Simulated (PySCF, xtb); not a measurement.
C3H6FNSi, SMILES N#CCC[SiH2]F.

GFN2-xTB (xtb 6.7.1) at its own geometry gives an orbital gap of 5.66 eV and a dipole moment of 3.14 D.

The structure is a stationary point at B3LYP-D3(BJ)/def2-SVP. This is a generated structure with no PubChem entry under its InChIKey; it may be hypothetical. One conformer was computed; it need not be the lowest.

What does ωB97X/def2-TZVP (PySCF) give? (Estimate from the structure and the level; the computed values follow.)

gap 13.35 eV (levels -11.58 and 1.77 eV), dipole 3.46 D.
